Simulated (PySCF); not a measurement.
## Ionisation energy of I by level of theory

I [Kr] 4d10 5s2 5p5 (2P) → I⁺ [Kr] 4d10 5s2 5p4 (3P), as a difference of total energies. Computed with PySCF 2.14 in aug-cc-pwCVDZ-PP with ECP28MDF (6s5p4d1f, 48 functions), with a scalar-relativistic core potential. Correlated levels: valence: 4s2 4p6 4d10 frozen; valence and next inner shell: nothing frozen outside the core potential. The calculations carry no spin-orbit coupling.

```json
{"method": "UHF", "ionisation energy (eV)": "9.584"}
{"method": "LDA", "ionisation energy (eV)": "10.818"}
{"method": "PBE", "ionisation energy (eV)": "10.528"}
{"method": "PBE0", "ionisation energy (eV)": "10.556"}
{"method": "r2SCAN", "ionisation energy (eV)": "10.573"}
{"method": "wB97X-V", "ionisation energy (eV)": "10.643"}
{"method": "BLYP", "ionisation energy (eV)": "10.472"}
{"method": "M06", "ionisation energy (eV)": "10.430"}
{"method": "SCS-MP2 (valence)", "ionisation energy (eV)": "10.127"}
{"method": "MP2 (valence and next inner shell)", "ionisation energy (eV)": "10.222"}
{"method": "SCS-MP2 (valence and next inner shell)", "ionisation energy (eV)": "10.173"}
```

Estimate what MP2 (valence) gives.

10.144 eV, closest to SCS-MP2 (valence) among the rows shown.

Estimate what MN15 gives.

10.398 eV, closest to M06 among the rows shown.

Errors of the correlated levels include the incompleteness of this basis and the frozen core.

For comparison: 10.519 eV (measured; NIST levels, between the centres of gravity of the two terms).
